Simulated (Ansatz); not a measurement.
Ideal-gas functions of `NB1OC1F` at 400 K and 1 bar, from an Ansatz frequency run at PBE0-D4/def2-TZVP.

Molar mass 74.85 g/mol, point group C1 (symmetry number 1), electronic degeneracy 1, moments of inertia 37.761, 143.935, 166.426 u Å². Harmonic wavenumbers (cm⁻¹, unscaled): 204, 328, 440, 475, 544, 593, 728, 861, 944, 1102, 1108, 1284, 1358, 1587, 1735, 3158, 3632, 3735.

Use S(trans) = R[1.5 ln M + 2.5 ln T − 1.1517]; rotational temperatures θ = 24.2544 K / I; S(rot) = R[ln(√π/σ · √(T³/θAθBθC)) + 1.5]; for each mode x = 1.438777 ν̃/T, S = R[x/(eˣ − 1) − ln(1 − e⁻ˣ)] and H = RT x/(eˣ − 1); 1 cm⁻¹ = 0.0119627 kJ/mol; R = 8.31446 J/(mol·K).

**Question.** By hand: the entropy, in J/(mol·K).

**Answer.** Translation 168.8. Rotation: θ = 0.6423, 0.1685, 0.1457 K, giving 109.2. Vibration, mode by mode: 11.07, 7.41, 5.31, 4.80, 3.94, 3.43, 2.34, 1.60, 1.26, 0.80, 0.78, 0.47, 0.37, 0.19, 0.12, 0.00, 0.00, 0.00, in all 43.9. Electronic 0.0. Sum 321.9 J/(mol·K).

**Question.** By hand: H − E and G − E in kJ/mol, counted from the electronic energy.

**Answer.** Zero-point energy ½ × 23816 × 0.0119627 = 142.5; thermal vibration 11.1; translation, rotation and pV give 4 RT = 13.3. H − E = 166.9 kJ/mol, and G − E = 166.9 − 400 × 321.9/1000 = 38.1 kJ/mol.

Vibration gives 14 % of the entropy. The sum counts one conformer and one mirror image; others add a mixing term.
